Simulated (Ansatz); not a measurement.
One change: `O[SiH2][SiH2][SeH]` becomes `O[SiH2][SiH3]`.

Ansatz, PBE0-D4/def2-TZVP geometries, multiplicity 1. Each molecule was computed in one conformer, which needn't be the lowest.

Scalar relativity is left out up to krypton. Spin–orbit coupling is left out; it splits and shifts lone-pair levels of the heavy atoms by tenths of an eV.

```
                                      property  `O[SiH2][SiH2][SeH]`
            HOMO energy (PBE0/def2-TZVPP) / eV                 -7.18
         HOMO–LUMO gap (B3LYP/def2-TZVPP) / eV                  5.91
size of the dipole moment (PBE/def2-TZVPP) / D                  1.00
       HOMO–LUMO gap (ωB97M-V/def2-TZVPP) / eV                 10.10
             HOMO energy (PBE/def2-TZVPP) / eV                 -6.08
           LUMO energy (B3LYP/def2-TZVPP) / eV                 -1.04
```

Task: Give the same properties after the change, and the shifts. (An estimate is asked.)

Result: Ansatz gave: 
```csv
property,`O[SiH2][SiH3]`,shift
HOMO energy (PBE0/def2-TZVPP) / eV,-7.86,-0.68
HOMO–LUMO gap (B3LYP/def2-TZVPP) / eV,6.98,1.07
size of the dipole moment (PBE/def2-TZVPP) / D,1.14,0.14
HOMO–LUMO gap (ωB97M-V/def2-TZVPP) / eV,11.16,1.06
HOMO energy (PBE/def2-TZVPP) / eV,-6.63,-0.55
LUMO energy (B3LYP/def2-TZVPP) / eV,-0.69,0.35
```

With PBE0 the HOMO falls by 0.68 eV and the LUMO rises by 0.40 eV, so the gap widens by about 1.08 eV. PBE moves the HOMO by -0.55 eV and ωB97M-V by -0.69 eV. Dipoles are sizes alone; their direction can turn.

B3LYP here is the variant with VWN-RPA as its local correlation; programs differ in this.
